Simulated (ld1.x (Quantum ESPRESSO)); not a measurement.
Results of a calculation; reference values are marked as such.
**Hardness and transferability of assorted potentials**

Generated with ld1.x 7.5 (TM, RRKJ, ultrasoft, PAW), atompaw 4.2 or ONCVPSP 4.0.1. The cutoff is in Ry: for ld1.x and atompaw files where the sum of valence levels is converged to 10 mRy in a Bessel basis, for ONCV files where the hardest occupied wave has 1 mHa per electron of residual kinetic energy. The error is the largest all-electron minus pseudo excitation energy over each file’s own four to seven test configurations (ionisations up to +4, promotions, holes and added fractions of an electron), all of which were solved. The labels leave out finer settings (local radius, basis sizes, second energies), which also bear on the numbers. Spin-polarised tests are not counted. The rows are a selection from randomly drawn settings: files with unsolved tests, undetermined cutoffs or missed reference levels are left out.

| element | potential | cutoff (Ry) | largest error (meV) | bound ghosts |
| --- | --- | --- | --- | --- |
| O | PAW, LDA (PZ), scalar-relativistic, rc 0.75/1.85 (sp), local smoothed, core correction yes, reference 2s2 2p3.5 | 55 | -12 | none |
| S | TM semilocal, BP86, scalar-relativistic, rc 1.25/1.55 (sp), local p, core correction yes, reference 3s1 3p5 | 30 | +72 | none |
| Se | ultrasoft, PBEsol, fully relativistic, rc 1.90/1.90/1.95 (spd), local smoothed, core correction yes, reference 4s2 4p4 | 15 | -105 | none |
| Cd | RRKJ, PBE, non-relativistic, rc 1.85/3.20/1.20 (spd), local s, core correction yes, reference 4d10 5s1.75 5p0 | 100 | -238 | none |
| Ce | RRKJ, PBE, scalar-relativistic, rc 1.90/2.45/2.50/0.85 (spdf), local s, core correction no, reference 4f1 5s2 5p6 5d1 6s0 6p0 | 260 | +732 | none |
| Lu | TM semilocal, PBE, scalar-relativistic, rc 2.20/2.70/2.35 (spd), local s, core correction no, reference 5d1 6s1 6p0 | 18 | +347 | none |
| Bi | TM, PBE, scalar-relativistic, rc 1.40/2.40/1.80 (spd), local s, core correction no, reference 5d10 6s2 6p2.75 | 110 | +119 | none |

**Question.** Fill in the row for Cd: PAW, PBE, scalar-relativistic, rc 2.75/3.40/1.75 (spd), local smoothed, core correction yes, reference 4d10 5s2 5p0.

**Answer.** cutoff 40 Ry, largest error -635 meV, bound ghosts: none.
